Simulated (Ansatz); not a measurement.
`C[SiH](O)C=O` + `C[Se]CO` → `O=C[SiH](O)CO` + dimethyl selenide  (redistribution)

Calculated with Ansatz (gas phase, PBE0-D4/def2-TZVP geometries, no zero-point term in ΔE). CCSD(T)/CBS is the MP2 limit (def2-TZVPP, def2-QZVPP) plus CCSD(T) − MP2 in def2-TZVPP, frozen cores. Functionals use def2-TZVPP. For Se outer-core shells are correlated without core-valence functions, which leaves a few kJ/mol of doubt a bond. Scalar relativity is left out up to krypton. Each species was taken in one conformer, which may not be the lowest.

Task: Is it downhill or uphill in electronic energy at CCSD(T)/CBS, and by how much? (Estimate.)

Result: Computed: Uphill: ΔE = +8.4 kcal/mol.

Task: What do these levels give: PBE0-D4, MP2/def2-TZVPP, CCSD/def2-TZVPP, MP2/def2-QZVPP, MP2/CBS(def2), CCSD/CBS(def2)? (Best estimate.)

Result: Ansatz gave: PBE0-D4 8.4, MP2/def2-TZVPP 8.7, CCSD/def2-TZVPP 8.0, MP2/def2-QZVPP 8.8, MP2/CBS(def2) 8.9, CCSD/CBS(def2) 8.2 kcal/mol.

Largest T1 diagnostic among the species: 0.014.
